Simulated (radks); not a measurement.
The numbers below are computed, except where a source is named.
Task: Ionisation of the copper ion Cu+, [Ar] 3d10, to [Ar] 3d9 as the strength of local exchange is varied. Code: a radial shooting solver on a logarithmic mesh with Libxc functionals. Model: scalar-relativistic Kohn-Sham, Slater X-alpha exchange (alpha = 2/3 is LDA exchange), no correlation, spin-polarised, spherical densities, point nucleus.

| alpha | E(Cu+) (hartree) | exchange (hartree) | IE (eV) | -e of the level emptied (eV) | <r> of it (bohr) |
|---|---|---|---|---|---|
| 0.663 | -1649.09670 | -61.80078 | 19.831 | 12.570 (3d) | 1.024 |
| 0.667 | -1649.46989 | -62.18940 | 19.903 | 12.630 (3d) | 1.023 |
| 0.935 | -1674.68846 | -88.65362 | 25.211 | 17.143 (3d) | 0.9491 |
| 0.961 | -1677.15755 | -91.26550 | 25.774 | 17.633 (3d) | 0.9427 |
| x | -1684.58861 | -99.14792 | 27.514 | 19.157 (3d) | 0.9242 |

Which alpha was used in the last row?

Result: alpha = 1.039. NIST Atomic Spectra Database: 20.292 eV (measured). The Delta-SCF value meets it near alpha = 0.69. Open shells are spherical and high-spin; term and fine-structure splittings are not resolved.
